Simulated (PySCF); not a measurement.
CH2N, SMILES C#[NH+], charge +1. Atoms are numbered in the order given.

```xyz
4

C      0.0000     0.0000     0.5974
N      0.0000     0.0000    -0.5312
H      0.0000     0.0000     1.6805
H      0.0000     0.0000    -1.5463
```
Charge +1, spin multiplicity 1.

Coordinates come from a PBE0-D3(BJ)/def2-TZVPD optimisation. The isomer is the one that the SMILES or the coordinates give; other isomers of the formula were not compared.

Computed with PBE0/pcJ-1 (PySCF).

Isotropic couplings with Fermi-contact, spin-dipole and both spin-orbit terms, one fixed conformer, no vibrational averaging. Isotopes: 13C, 14N, 1H.

```json
[
 {"pair": "C1–N2", "bonds apart": "1", "J (Hz)": "(withheld)"},
 {"pair": "C1–H3", "bonds apart": "1", "J (Hz)": "352.0"},
 {"pair": "N2–H4", "bonds apart": "1", "J (Hz)": "(withheld)"},
 {"pair": "C1–H4", "bonds apart": "2", "J (Hz)": "(withheld)"},
 {"pair": "N2–H3", "bonds apart": "2", "J (Hz)": "15.1"},
 {"pair": "H3–H4", "bonds apart": "3", "J (Hz)": "11.1"}
]
```

Task: Complete the blanks. (An estimate is asked for; the answer gives what the named calculation found.)

Result: 
- C1–N2, J (Hz): 58.7
- N2–H4, J (Hz): 110.9
- C1–H4, J (Hz): 53.7
